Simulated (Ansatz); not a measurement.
**Nudged elastic band run: CH$_{3}$BClFO**

Input:

```yaml
crystal:
  periodic: [false, false, false]
  atoms:
    - { symbol: O, position_ang: [-0.041365, 0.32654, 1.419966] }
    - { symbol: C, position_ang: [0.446123, 0.090994, 0.152735] }
    - { symbol: F, position_ang: [1.31297, -1.016806, 0.143739] }
    - { symbol: B, position_ang: [-0.774078, -0.341617, -0.770468] }
    - { symbol: Cl, position_ang: [-1.048538, 0.451655, -2.302781] }
    - { symbol: H, position_ang: [0.649079, 0.729441, 1.965945] }
    - { symbol: H, position_ang: [1.046684, 0.938113, -0.230379] }
    - { symbol: H, position_ang: [-1.498775, -1.23542, -0.434657] }
basis:
  gaussian: { orbitals: def2-SVP }
hamiltonian:
  xc: b3lyp
  dispersion: d4
neb:
  order_check: false
  images: 7
  f_tol: 0.05
  max_iterations: 51
  initial_path: linear
  final_atoms:
    - { symbol: O, position_ang: [0.48779595, 0.92093992, 1.15249178] }
    - { symbol: C, position_ang: [0.67783308, 0.03188047, 0.13202063] }
    - { symbol: F, position_ang: [0.83921948, -1.29362242, 0.6286766] }
    - { symbol: B, position_ang: [-0.54025099, -0.23312261, -0.85570836] }
    - { symbol: Cl, position_ang: [-2.16244244, 0.0668396, -0.25846188] }
    - { symbol: H, position_ang: [-0.43103893, 0.85271894, 1.45799577] }
    - { symbol: H, position_ang: [1.62865365, 0.29366301, -0.35972473] }
    - { symbol: H, position_ang: [-0.4076698, -0.69639691, -1.95318981] }
```

Run as:

```bash
$ ansatz run input.yaml --threads 1 --pin off --max-ram 2048MiB --backend cpu --events-out ev --progress --plain --runs-dir out
```

Output, in part (warnings, iteration lines, the closing report on the highest movable image, with atoms numbered from 0):

```
NEB end point (image 0): max|allowed force component| = 1.418e-2 eV/Å (the criterion of neb.relax_end_points is 1.000e-2)
NEB end point (image 8): max|allowed force component| = 5.353e-3 eV/Å (the criterion of neb.relax_end_points is 1.000e-2)
NEB iter   1: max|band force component| = 1.558e0 eV/Å  barrier→ = 0.4787 eV  barrier← = 0.5366 eV  Δτ_max = 0.1218 Å  (242 SCF iters)
NEB iter   2: max|band force component| = 8.445e-1 eV/Å  barrier→ = 0.2886 eV  barrier← = 0.3465 eV  Δτ_max = 0.0858 Å  (207 SCF iters)
NEB iter   3: max|band force component| = 7.941e-1 eV/Å  barrier→ = 0.2304 eV  barrier← = 0.2883 eV  Δτ_max = 0.0545 Å  (211 SCF iters)
NEB iter   4: max|band force component| = 5.417e-1 eV/Å  barrier→ = 0.2095 eV  barrier← = 0.2674 eV  Δτ_max = 0.0403 Å  (220 SCF iters)
NEB iter   5: max|band force component| = 1.167e-1 eV/Å  barrier→ = 0.1960 eV  barrier← = 0.2539 eV  CI = image 4  Δτ_max = 0.0275 Å  (216 SCF iters)
NEB iter   6: max|band force component| = 5.800e-2 eV/Å  barrier→ = 0.1945 eV  barrier← = 0.2523 eV  CI = image 4  Δτ_max = 0.0230 Å  (191 SCF iters)
NEB iter   7: max|band force component| = 7.007e-2 eV/Å  barrier→ = 0.1934 eV  barrier← = 0.2513 eV  CI = image 4  Δτ_max = 0.0115 Å  (197 SCF iters)
NEB iter   8: max|band force component| = 6.897e-2 eV/Å  barrier→ = 0.1927 eV  barrier← = 0.2506 eV  CI = image 4  Δτ_max = 0.0115 Å  (178 SCF iters)
NEB iter   9: max|band force component| = 6.759e-2 eV/Å  barrier→ = 0.1920 eV  barrier← = 0.2499 eV  CI = image 4  Δτ_max = 0.0057 Å  (171 SCF iters)
NEB iter  10: max|band force component| = 6.337e-2 eV/Å  barrier→ = 0.1916 eV  barrier← = 0.2495 eV  CI = image 4  Δτ_max = 0.0057 Å  (168 SCF iters)
NEB iter  11: max|band force component| = 6.052e-2 eV/Å  barrier→ = 0.1912 eV  barrier← = 0.2491 eV  CI = image 4  Δτ_max = 0.0115 Å  (160 SCF iters)
NEB iter  12: max|band force component| = 5.693e-2 eV/Å  barrier→ = 0.1904 eV  barrier← = 0.2483 eV  CI = image 4  Δτ_max = 0.0230 Å  (168 SCF iters)
NEB iter  13: max|band force component| = 6.396e-2 eV/Å  barrier→ = 0.1887 eV  barrier← = 0.2466 eV  CI = image 4  Δτ_max = 0.0459 Å  (188 SCF iters)
NEB iter  14: max|band force component| = 7.536e-2 eV/Å  barrier→ = 0.1846 eV  barrier← = 0.2425 eV  CI = image 4  Δτ_max = 0.0918 Å  (201 SCF iters)
NEB iter  15: max|band force component| = 9.994e-2 eV/Å  barrier→ = 0.1744 eV  barrier← = 0.2323 eV  CI = image 4  Δτ_max = 0.0918 Å  (207 SCF iters)
NEB iter  16: max|band force component| = 1.082e-1 eV/Å  barrier→ = 0.1616 eV  barrier← = 0.2195 eV  CI = image 4  Δτ_max = 0.0919 Å  (208 SCF iters)
NEB iter  17: max|band force component| = 1.444e-1 eV/Å  barrier→ = 0.1483 eV  barrier← = 0.2062 eV  CI = image 4  Δτ_max = 0.0920 Å  (208 SCF iters)
NEB iter  18: max|band force component| = 1.694e-1 eV/Å  barrier→ = 0.1353 eV  barrier← = 0.1932 eV  CI = image 4  Δτ_max = 0.0461 Å  (209 SCF iters)
NEB iter  19: max|band force component| = 3.477e-1 eV/Å  barrier→ = 0.1277 eV  barrier← = 0.1856 eV  CI = image 4  Δτ_max = 0.0230 Å  (208 SCF iters)
NEB iter  20: max|band force component| = 1.388e-1 eV/Å  barrier→ = 0.1247 eV  barrier← = 0.1826 eV  CI = image 4  Δτ_max = 0.0460 Å  (202 SCF iters)
NEB iter  21: max|band force component| = 1.139e-1 eV/Å  barrier→ = 0.1200 eV  barrier← = 0.1778 eV  CI = image 4  Δτ_max = 0.0919 Å  (202 SCF iters)
NEB iter  22: max|band force component| = 1.109e-1 eV/Å  barrier→ = 0.1161 eV  barrier← = 0.1740 eV  CI = image 4  Δτ_max = 0.0867 Å  (212 SCF iters)
NEB iter  23: max|band force component| = 8.787e-2 eV/Å  barrier→ = 0.1152 eV  barrier← = 0.1731 eV  CI = image 4  Δτ_max = 0.0335 Å  (214 SCF iters)
NEB iter  24: max|band force component| = 5.816e-2 eV/Å  barrier→ = 0.1143 eV  barrier← = 0.1722 eV  CI = image 4  Δτ_max = 0.0157 Å  (204 SCF iters)
NEB iter  25: max|band force component| = 5.349e-2 eV/Å  barrier→ = 0.1141 eV  barrier← = 0.1720 eV  CI = image 4  Δτ_max = 0.0540 Å  (180 SCF iters)
NEB iter  26: max|band force component| = 1.677e-1 eV/Å  barrier→ = 0.1189 eV  barrier← = 0.1768 eV  CI = image 4  Δτ_max = 0.0271 Å  (199 SCF iters)
NEB iter  27: max|band force component| = 1.993e-1 eV/Å  barrier→ = 0.1146 eV  barrier← = 0.1725 eV  CI = image 4  Δτ_max = 0.0135 Å  (203 SCF iters)
NEB iter  28: max|band force component| = 4.777e-2 eV/Å  barrier→ = 0.1137 eV  barrier← = 0.1716 eV  CI = image 4  Δτ_max = 0.0000 Å  (394 SCF iters)
Total energy: -19040.88689238 eV, -699.7396869182 hartree
Atom 0 at     0.168417     0.866287     1.050694 Å, force    -0.018023     0.009846     0.003975 eV/Å
Atom 1 at     0.574036     0.102583    -0.065628 Å, force     0.003909     0.008525     0.017304 eV/Å
Atom 2 at     1.369148    -0.946805     0.365007 Å, force    -0.001937    -0.002179    -0.000910 eV/Å
Atom 3 at    -0.828297    -0.421019    -0.587111 Å, force     0.012615    -0.020417    -0.019911 eV/Å
Atom 4 at    -1.731993     0.507831    -1.758337 Å, force    -0.000330     0.005827     0.007366 eV/Å
Atom 5 at     0.660486     0.539836     1.819331 Å, force     0.008306    -0.008084    -0.013016 eV/Å
Atom 6 at     1.188314     0.713757    -0.753540 Å, force     0.001748    -0.000307    -0.003942 eV/Å
Atom 7 at    -1.308011    -1.419570    -0.126314 Å, force    -0.006287     0.006790     0.009133 eV/Å
Dipole moment:     0.134631     0.000170     0.073004 e Å
```

It converged. The profile has 2 maxima (images 4, 6) with wells between them (image 5): this band takes more than one step, which may be the mechanism or a detour left from its start path. The order of the stationary point at the top wasn't checked.

Final band (atoms are numbered from 1 in the order of the input):

| image | path coordinate (Å) | energy (eV) | dihedral H7–C2–B4–Cl5 (°) |
| --- | --- | --- | --- |
| 0 | 0.00 | 0.000 | 3 |
| 1 | 0.36 | 0.001 | -10 |
| 2 | 0.72 | 0.010 | -25 |
| 3 | 1.09 | 0.071 | -30 |
| 4 | 1.45 | 0.114 | -30 |
| 5 | 2.42 | 0.042 | -39 |
| 6 | 3.40 | 0.068 | -74 |
| 7 | 4.37 | 0.005 | -112 |
| 8 | 5.35 | -0.058 | -153 |

Run time: 11 min on 1 thread of Arm Neoverse V2, on a shared host, peak memory 0.27 GiB.
